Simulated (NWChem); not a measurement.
System: AlNH₂BrCl; SMILES [Cl][Al]([NH2])[Br]

Input file for NWChem:

```
start job
memory heap 200 mb stack 900 mb global 1100 mb
geometry units angstroms noautosym nocenter noautoz
  Al    -0.433550     0.563986     0.000000
  Cl     0.897502     2.193960     0.000000
  Br     0.362881    -1.549576     0.000000
  N     -2.171068     0.860057     0.000000
  H     -2.874903     0.132464     0.000000
  H     -2.591946     1.780893     0.000000
end
basis spherical
  * library 6-31g*
end
dft
  xc hfexch
  iterations 150
end
property
  shielding
end
task dft property
```

NWChem printed, in part:

```
             Northwest Computational Chemistry Package (NWChem) 7.3.0
             --------------------------------------------------------

                             Geometry "geometry" -> ""
                             -------------------------

 Output coordinates in angstroms (scale by  1.889725989 to convert to a.u.)

  No.       Tag          Charge          X              Y              Z
 ---- ---------------- ---------- -------------- -------------- --------------
    1 Al                  13.0000    -0.43355000     0.56398600     0.00000000
    2 Cl                  17.0000     0.89750200     2.19396000     0.00000000
    3 Br                  35.0000     0.36288100    -1.54957600     0.00000000
    4 N                    7.0000    -2.17106800     0.86005700     0.00000000
    5 H                    1.0000    -2.87490300     0.13246400     0.00000000
    6 H                    1.0000    -2.59194600     1.78089300     0.00000000

 Effective nuclear repulsion energy (a.u.)     355.7308413116

  xc_inp: hfexch multiplicative factor not found.
                              NWChem Property Module
                              ----------------------

  itol2e modified to match energy
  convergence criterion.

                                 NWChem DFT Module
                                 -----------------

 Summary of "ao basis" -> "ao basis" (spherical)
 ------------------------------------------------------------------------------
       Tag                 Description            Shells   Functions and Types
 ---------------- ------------------------------  ------  ---------------------
 Al                          6-31g*                  8       18   4s3p1d
 Cl                          6-31g*                  8       18   4s3p1d
 Br                          6-31g*                 12       32   5s4p3d
 N                           6-31g*                  6       14   3s2p1d
 H                           6-31g*                  2        2   2s

  itol2e modified to match energy
  convergence criterion.

            General Information
            -------------------
          SCF calculation type: DFT
          Wavefunction type:  closed shell.
          No. of atoms     :     6
          No. of electrons :    74
           Alpha electrons :    37
            Beta electrons :    37
          Charge           :     0
          Spin multiplicity:     1
          Use of symmetry is: off; symmetry adaption is: off
          Maximum number of iterations: 150
          AO basis - number of functions:    86
                     number of shells:    38
          Convergence on energy requested:  1.00D-07
          Convergence on density requested:  1.00D-05
          Convergence on gradient requested:  5.00D-04

              XC Information
              --------------
                     Hartree-Fock (Exact) Exchange  1.000

      Superposition of Atomic Density Guess
      -------------------------------------

 Sum of atomic energies:       -3328.68671527

      Non-variational initial energy
      ------------------------------

 Total energy =   -3329.673100
 1-e energy   =   -5336.624271
 2-e energy   =    1651.220330
 HOMO         =      -0.361428
 LUMO         =      -0.022870

   convergence    iter        energy       DeltaE   RMS-Dens  Diis-err
 ---------------- ----- ----------------- --------- --------- ---------
 d= 0,ls=0.0,diis     1  -3329.2311822972 -3.68D+03  7.21D-03  3.82D-01
 d= 0,ls=0.0,diis     2  -3329.2770054412 -4.58D-02  2.03D-03  8.85D-02
 d= 0,ls=0.0,diis     3  -3329.2876504700 -1.06D-02  6.87D-04  2.86D-03
 d= 0,ls=0.0,diis     4  -3329.2882249359 -5.74D-04  1.76D-04  2.14D-04
 d= 0,ls=0.0,diis     5  -3329.2882648802 -3.99D-05  5.03D-05  1.27D-05
  Resetting Diis
 d= 0,ls=0.0,diis     6  -3329.2882687249 -3.84D-06  1.86D-05  1.59D-06
 d= 0,ls=0.0,diis     7  -3329.2882692176 -4.93D-07  5.18D-06  1.53D-07
 d= 0,ls=0.0,diis     8  -3329.2882692640 -4.64D-08  2.39D-06  3.60D-08

         Total DFT energy =    -3329.288269263967
      One electron energy =    -5340.052134440009
           Coulomb energy =     1797.858851360636
    Exchange-Corr. energy =     -142.825827496178
 Nuclear repulsion energy =      355.730841311585

 Numeric. integr. density =        0.000000000000

                       DFT Final Molecular Orbital Analysis
                       ------------------------------------

 Vector   35  Occ=2.000000D+00  E=-4.378855D-01
              MO Center= -1.1D-01, -6.2D-01,  5.3D-14, r^2= 4.2D+00
   Bfn.  Coefficient  Atom+Function         Bfn.  Coefficient  Atom+Function
  ----- ------------  ---------------      ----- ------------  ---------------
    49      0.618893  3 Br pz                53      0.287285  3 Br pz
    45     -0.277472  3 Br pz                73      0.242984  4 N  pz
    27     -0.230855  2 Cl pz                77      0.220045  4 N  pz
    31     -0.154586  2 Cl pz                 9      0.101132  1 Al pz
    23      0.090094  2 Cl pz                41      0.082857  3 Br pz

 Vector   36  Occ=2.000000D+00  E=-4.273873D-01
              MO Center=  3.6D-01, -1.2D+00, -4.3D-14, r^2= 2.6D+00
   Bfn.  Coefficient  Atom+Function         Bfn.  Coefficient  Atom+Function
  ----- ------------  ---------------      ----- ------------  ---------------
    47      0.673178  3 Br px                51      0.314856  3 Br px
    43     -0.300709  3 Br px                48      0.292227  3 Br py
    26      0.185691  2 Cl py                52      0.135822  3 Br py
    44     -0.130858  3 Br py                30      0.110396  2 Cl py
    39      0.089759  3 Br px                25     -0.083237  2 Cl px

 Vector   37  Occ=2.000000D+00  E=-4.173520D-01
              MO Center= -1.4D+00,  2.5D-01,  1.7D-14, r^2= 3.5D+00
   Bfn.  Coefficient  Atom+Function         Bfn.  Coefficient  Atom+Function
  ----- ------------  ---------------      ----- ------------  ---------------
    73      0.478270  4 N  pz                77      0.449721  4 N  pz
    49     -0.389540  3 Br pz                53     -0.209988  3 Br pz
    45      0.175264  3 Br pz                27     -0.078970  2 Cl pz
    31     -0.063635  2 Cl pz                17      0.063148  1 Al d  1
     9      0.059106  1 Al pz                13      0.057476  1 Al pz

 Vector   38  Occ=0.000000D+00  E= 8.150359D-02
              MO Center= -3.0D-01,  4.2D-01, -7.7D-13, r^2= 5.9D+00
   Bfn.  Coefficient  Atom+Function         Bfn.  Coefficient  Atom+Function
  ----- ------------  ---------------      ----- ------------  ---------------
    10      1.830806  1 Al s                 50     -0.593473  3 Br s
    74     -0.515710  4 N  s                 28     -0.510914  2 Cl s
    52     -0.474500  3 Br py                30      0.295027  2 Cl py
    48     -0.187808  3 Br py                46      0.180444  3 Br s
    29      0.179166  2 Cl px                 2     -0.177599  1 Al s

 Vector   39  Occ=0.000000D+00  E= 9.259832D-02
              MO Center= -4.3D-01,  5.4D-01,  1.1D-12, r^2= 5.4D+00
   Bfn.  Coefficient  Atom+Function         Bfn.  Coefficient  Atom+Function
  ----- ------------  ---------------      ----- ------------  ---------------
    13      0.931316  1 Al pz                 9      0.353039  1 Al pz
    77     -0.316015  4 N  pz                53     -0.270840  3 Br pz
    31     -0.262084  2 Cl pz                49     -0.188689  3 Br pz
    73     -0.184165  4 N  pz                27     -0.170812  2 Cl pz
     5     -0.134446  1 Al pz                45      0.083040  3 Br pz

 Vector   40  Occ=0.000000D+00  E= 1.590833D-01
              MO Center= -7.1D-01,  3.3D-01, -1.6D-14, r^2= 7.9D+00
   Bfn.  Coefficient  Atom+Function         Bfn.  Coefficient  Atom+Function
  ----- ------------  ---------------      ----- ------------  ---------------
    11      1.543369  1 Al px                74      0.826660  4 N  s
    28     -0.695458  2 Cl s                 12      0.340038  1 Al py
    30      0.302279  2 Cl py                51     -0.300840  3 Br px
    52     -0.228900  3 Br py                50     -0.184225  3 Br s
    86     -0.171331  6 H  s                 47     -0.164745  3 Br px

     Multipole analysis of the density
     ---------------------------------

     L   x y z        total         alpha         beta         nuclear
     -   - - -        -----         -----         ----         -------
     0   0 0 0     -0.000000    -37.000000    -37.000000     74.000000

     1   1 0 0     -1.090624     -2.111795     -2.111795      3.132965
     1   0 1 0      0.134388      1.647256      1.647256     -3.160125
     1   0 0 1      0.000000      0.000000      0.000000      0.000000

     2   2 0 0    -34.475507   -139.946874   -139.946874    245.418241
     2   1 1 0     -2.344208     12.134922     12.134922    -26.614052
     2   1 0 1     -0.000000     -0.000000     -0.000000      0.000000
     2   0 2 0    -40.436040   -338.707651   -338.707651    636.979262
     2   0 1 1     -0.000000     -0.000000     -0.000000      0.000000
     2   0 0 2    -36.225298    -18.112649    -18.112649      0.000000

          -----------------------------------------
          Chemical Shielding Tensors (GIAO, in ppm)
          -----------------------------------------

                                NWChem CPHF Module
                                ------------------

  scftype          =     RHF
  nclosed          =       37
  nopen            =        0
  variables        =     1813
  # of vectors     =        3
  tolerance        = 0.10D-03
  level shift      = 0.00D+00
  max iterations   =       50
  max subspace     =       30

 SCF residual:    1.3414624972162847E-004

Iterative solution of linear equations
  No. of variables     1813
  No. of equations        3
  Maximum subspace       30
        Iterations       50
       Convergence  1.0D-04

   iter   nsub   residual    time
   ----  ------  --------  ---------
     1      3    1.37D+00      67.9
     2      6    1.34D-01      79.1
     3      9    2.05D-02      89.4
     4     12    2.80D-03      99.5
     5     15    4.35D-04     110.0
     6     18    8.01D-05     119.7

      Atom:    1  Al
        Diamagnetic
    795.2235     -0.3621      0.0000
     -0.3621    801.1126      0.0000
      0.0000      0.0000    790.5012

        Paramagnetic
   -266.9254    -12.7920     -0.0000
    -12.7920   -299.0624      0.0000
     -0.0000      0.0000   -342.2459

        Total Shielding Tensor
    528.2981    -13.1542     -0.0000
    -13.1542    502.0502      0.0000
     -0.0000      0.0000    448.2553

           isotropic =     492.8679
          anisotropy =      61.3316

          Principal Components and Axis System
                 1           2           3
              533.7556    496.5927    448.2553

      1         0.9237      0.3832      0.0000
      2        -0.3832      0.9237      0.0000
      3         0.0000      0.0000      1.0000

      Atom:    2  Cl
        Diamagnetic
   1148.4009      4.0695      0.0000
      4.0695   1152.0466      0.0000
      0.0000      0.0000   1145.0501

        Paramagnetic
   -137.5781     43.7243     -0.0000
     43.7243    -69.3373      0.0000
     -0.0000      0.0000   -139.9829

        Total Shielding Tensor
   1010.8228     47.7938     -0.0000
     47.7938   1082.7092      0.0000
     -0.0000      0.0000   1005.0671

           isotropic =    1032.8664
          anisotropy =     110.5509

          Principal Components and Axis System
                 1           2           3
             1106.5670   1005.0671    986.9650

      1         0.4466     -0.0000      0.8947
      2         0.8947      0.0000     -0.4466
      3         0.0000      1.0000      0.0000

      Atom:    3  Br
        Diamagnetic
   3120.9571     -3.0688     -0.0000
     -3.0688   3129.2620     -0.0000
     -0.0000     -0.0000   3119.5261

        Paramagnetic
   -263.3735    -35.4061      0.0000
    -35.4061    -81.5293      0.0000
      0.0000      0.0000   -268.1100

        Total Shielding Tensor
   2857.5835    -38.4749      0.0000
    -38.4749   3047.7327      0.0000
      0.0000      0.0000   2851.4162

           isotropic =    2918.9108
          anisotropy =     204.4679

          Principal Components and Axis System
                 1           2           3
             3055.2227   2851.4162   2850.0935

      1        -0.1911      0.0000      0.9816
      2         0.9816      0.0000      0.1911
      3         0.0000      1.0000     -0.0000

      Atom:    4  N
        Diamagnetic
    338.5191     -3.5691      0.0000
     -3.5691    321.0263     -0.0000
      0.0000     -0.0000    303.3096

        Paramagnetic
    -67.9792     -6.9923     -0.0000
     -6.9923    -90.7561     -0.0000
     -0.0000     -0.0000    -67.5903

        Total Shielding Tensor
    270.5399    -10.5613      0.0000
    -10.5613    230.2703     -0.0000
      0.0000     -0.0000    235.7193

           isotropic =     245.5098
          anisotropy =      41.4478

          Principal Components and Axis System
                 1           2           3
              273.1417    235.7193    227.6685

      1         0.9710     -0.0000      0.2392
      2        -0.2392     -0.0000      0.9710
      3         0.0000      1.0000      0.0000

      Atom:    5  H
        Diamagnetic
     38.3531      9.8926      0.0000
      9.8926     30.9185     -0.0000
      0.0000     -0.0000     18.3280

        Paramagnetic
     -0.8040     -3.3067     -0.0000
     -3.3067      3.3175      0.0000
     -0.0000      0.0000      6.0429

        Total Shielding Tensor
     37.5491      6.5858     -0.0000
      6.5858     34.2360      0.0000
     -0.0000      0.0000     24.3709

           isotropic =      32.0520
          anisotropy =      15.9472

          Principal Components and Axis System
                 1           2           3
               42.6835     29.1016     24.3709

      1         0.7886     -0.6148      0.0000
      2         0.6148      0.7886      0.0000
      3         0.0000      0.0000      1.0000

      Atom:    6  H
        Diamagnetic
     30.7425    -10.5591      0.0000
    -10.5591     38.3673     -0.0000
      0.0000     -0.0000     18.4344

        Paramagnetic
      1.7284      3.7228      0.0000
      3.7228      0.8551      0.0000
      0.0000      0.0000      5.9926

        Total Shielding Tensor
     32.4709     -6.8363      0.0000
     -6.8363     39.2223      0.0000
      0.0000      0.0000     24.4270

           isotropic =      32.0401
          anisotropy =      17.1463

          Principal Components and Axis System
                 1           2           3
               43.4709     28.2223     24.4270

      1        -0.5278      0.8493      0.0000
      2         0.8493      0.5278      0.0000
      3         0.0000      0.0000      1.0000
```

Level: Hartree-Fock/6-31G* (spherical d), GIAO. The geometry was optimised at B3LYP/6-31G* (spherical d). The printed shielding anisotropy is the first printed principal value minus the mean of the other two.
